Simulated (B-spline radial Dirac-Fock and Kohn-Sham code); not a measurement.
## Ionisation energies of krypton ions, computed and tabulated

Level of theory: multi-electron Dirac-Fock with separately optimised hole states, Breit and Lamb-shift corrections added in first order; a B-spline atomic structure program. Each value is the difference of the configuration-average energies of two neighbouring ions in their tabulated ground configurations. Correlation energy is missing from these numbers. NIST's values refer to the lowest levels; many for high charge states are themselves semi-empirical or theoretical. Where a p, d or f shell is open in either ion the computed value averages over both j values and all terms, while the table refers to the lowest levels; that difference holds spin-orbit splitting (largest in heavy or highly charged ions), term energies where several electrons share open shells, and correlation, and it can reach 10 % or more.

```
  ion  configuration  computed (eV)         NIST (eV)            kind  NIST − computed (eV)
Kr²³⁺   [Ne] 3s2 3p1         1041.4          1042 ± 5  semi-empirical                 +0.63
Kr²⁴⁺       [Ne] 3s2         1149.8        1155 ± 1.6  semi-empirical                 +5.18
Kr²⁵⁺       [Ne] 3s1         1204.5    1205.23 ± 0.04  semi-empirical                 +0.73
Kr²⁶⁺   [He] 2s2 2p6         2943.3      2928.9 ± 1.7  semi-empirical                -14.39
Kr²⁷⁺   [He] 2s2 2p5         3091.7          3072 ± 5  semi-empirical                -19.66
Kr²⁸⁺   [He] 2s2 2p4         3243.0          3228 ± 7  semi-empirical                -14.97
Kr²⁹⁺   [He] 2s2 2p3         3397.2         3380 ± 30  semi-empirical                -17.20
Kr³⁰⁺   [He] 2s2 2p2         3554.4          3584 ± 4  semi-empirical                +29.65
Kr³¹⁺   [He] 2s2 2p1         3714.4        3752 ± 2.5  semi-empirical                +37.57
Kr³²⁺       [He] 2s2         3963.5          3971 ± 4  semi-empirical                 +7.53
Kr³³⁺       [He] 2s1         4108.9  4109.083 ± 0.009     theoretical                 +0.18
Kr³⁴⁺            1s2        17294.7          17296.42     theoretical                 +1.77
Kr³⁵⁺            1s1        17936.3          17936.24     theoretical                 -0.10
```

Problem. Where in this range is the largest relative jump, and why?

Solution. From Kr³³⁺ (4108.9 eV) to Kr³⁴⁺ (17294.7 eV), a factor of 4.21. The configuration goes from [He] 2s1 to 1s2, so the next electron comes out of a deeper subshell.
